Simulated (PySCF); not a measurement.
H5NSiZn, SMILES [SiH3][Zn][NH2].

The structure is a stationary point at PBE0-D3(BJ)/def2-SVP. The values are those of a single conformer.

Level of theory: PySCF 2.14.0 with PBE0-D3(BJ)/def2-SVP.

Frequencies are harmonic and unscaled.

| mode | ν (cm⁻¹) | IR (km/mol) | Raman (Å⁴/amu) | depolarisation | moving atoms (share of kinetic energy) |
|---|---|---|---|---|---|
| 1 | 11 | 14.4 | 2.4 | 0.75 | H 94 % |
| 2 | 110 | 2.2 | 0.2 | 0.75 | Zn 32 %, N 30 %, H 28 %, Si 10 % |
| 3 | 113 | 7.8 | 0.8 | 0.62 | N 39 %, Zn 35 %, H 16 %, Si 10 % |
| 4 | 265 | 165.9 | 8.3 | 0.06 | H 74 %, N 20 % |
| 5 | 324 | 15.4 | 12.4 | 0.29 | Si 60 %, Zn 18 %, H 16 % |
| 6 | 445 | 6.0 | 2.2 | 0.69 | H 88 %, Si 11 % |
| 7 | 456 | 7.7 | 2.6 | 0.56 | H 87 %, Si 11 % |
| 8 | 664 | 24.0 | 2.7 | 0.75 | H 85 %, N 13 % |
| 9 | 680 | 86.9 | 13.3 | 0.27 | N 64 %, Zn 22 %, H 13 % |
| 10 | 867 | 203.6 | 4.4 | 0.75 | H 90 %, Si 9 % |
| 11 | 934 | 35.3 | 34.3 | 0.75 | H 98 % |
| 12 | 936 | 36.4 | 34.6 | 0.75 | H 98 % |
| 13 | 1530 | 9.7 | 3.7 | 0.75 | H 91 %, N 9 % |
| 14 | 2198 | 68.8 | 250.0 | 0.01 | H 99 % |
| 15 | 2204 | 105.2 | 143.1 | 0.73 | H 96 % |
| 16 | 2206 | 104.7 | 143.2 | 0.71 | H 96 % |
| 17 | 3588 | 5.9 | 237.4 | 0.14 | H 96 % |
| 18 | 3681 | 11.8 | 116.4 | 0.75 | H 92 %, N 8 % |
